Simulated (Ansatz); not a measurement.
Basis sets compared for Mg₃O₃⁺. Total charge 1; doublet. Geometry r2SCAN-D4/def2-SVP. Ansatz on 4 threads of AMD EPYC 7B13 on a shared host; times are rough, and most runs start from earlier orbitals.

```csv
atom,x (Å),y (Å),z (Å)
Mg1,-0.6393,1.3951,0.1702
Mg2,2.0945,-0.7258,1.2344
Mg3,-0.7535,-0.9127,-0.9912
O4,0.0922,-0.4586,0.9041
O5,-1.7703,0.6129,-1.0436
O6,0.9764,0.0891,-0.2739
```

The structure holds 1 bond(s) between oxygen atoms. Another isomer (doublet) lies 0.85 eV lower at PBE0-D4/def2-TZVP; other spin states weren't run for this one.

| level | functions | energy (Eh) | HOMO (eV) | LUMO (eV) | wall time |
| --- | --- | --- | --- | --- | --- |
| PBE-D4/def2-SVP | 96 | -824.7461 | -8.60 | -7.76 | 2 s |
| PBE0-D4/def2-SVP | 96 | -824.7762 | -9.29 | -6.97 | 2.9 s |

Estimate the rows for PBE-D4/def2-TZVP (with forces), PBE0-D4/def2-TZVP.


| level | functions | energy (Eh) | HOMO (eV) | LUMO (eV) | wall time |
| --- | --- | --- | --- | --- | --- |
| PBE-D4/def2-TZVP (with forces) | 189 | -825.2343 | -8.57 | -7.68 | 3 s |
| PBE0-D4/def2-TZVP | 189 | -825.2641 | -9.27 | -6.89 | 4.6 s |
